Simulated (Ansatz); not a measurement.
`[NH2][Sn][Cl]` + `C#C[SiH](C)OC` → `C[O][Sn][NH2]` + `C#C[SiH](C)Cl`  (redistribution)

Computed with Ansatz on PBE0-D4/def2-TZVP structures; ΔE is electronic, products minus reactants. CBS: MP2 limit from def2 TZ/QZ plus the TZ coupled-cluster correction, frozen cores. This one scheme is used for every species. Functionals use def2-TZVPP. HSE06 is defined as in plane-wave codes. def2 core potentials past Kr. For Sn outer-core shells are correlated without core-valence functions, which leaves a few kJ/mol of doubt a bond. One conformer a species, not always the lowest.

(1) Is it downhill or uphill in electronic energy at CCSD(T)/CBS, and by how much? (Estimate.)

(2) What do these levels give: HSE06-D4, ωB97X-V, r2SCANh, r2SCAN0, HF/def2-TZVPP, CCSD(T)/def2-TZVPP? (Best estimate.)

(3) What do rigid-rotor, harmonic-oscillator terms from PBE0-D4/def2-TZVP frequencies (298.15 K, 1 bar) make of the CCSD(T)/CBS value? (Estimate.)

Largest T1 diagnostic among the species: 0.017.

## Answers

(1) Ansatz gave: Uphill: ΔE = +74.6 kJ/mol.

(2) Computed: HSE06-D4 77.2, ωB97X-V 76.7, r2SCANh 78.7, r2SCAN0 82.0, HF/def2-TZVPP 98.4, CCSD(T)/def2-TZVPP 75.2 kJ/mol.

(3) Ansatz gave: ΔZPE = -2.0 kJ/mol, ΔH = +72.5 kJ/mol, ΔS = -5 J/(mol·K), ΔG = +73.9 kJ/mol.

Leaving LDA and LC-ωPBE aside and taking each functional with its dispersion term where it has one, the values, not all of them listed here, spread over 20.3 kJ/mol, from revPBE-D4 to BHLYP-D4. From BLYP to BHLYP (50 % exact exchange), in def2-TZVPP and without D4, ΔE moves by +13.0 kJ/mol.
